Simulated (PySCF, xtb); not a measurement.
Cd(OMe)(GeH3) (CH6CdGeO), SMILES C[O][Cd][GeH3].

GFN2-xTB (xtb) at its own geometry gives an orbital gap of 3.33 eV and a dipole moment of 4.02 D.

Geometry: r2SCAN-D4/def2-SVP. The def2 effective core potentials stand for the cores of Cd; spin–orbit coupling is left out. Other conformers were not sampled.

Question: What does r2SCAN/def2-TZVP run with PySCF give? (Estimate from the structure and the level; the computed values follow.)

Answer: gap 4.23 eV (levels -5.70 and -1.47 eV), dipole 1.47 D.
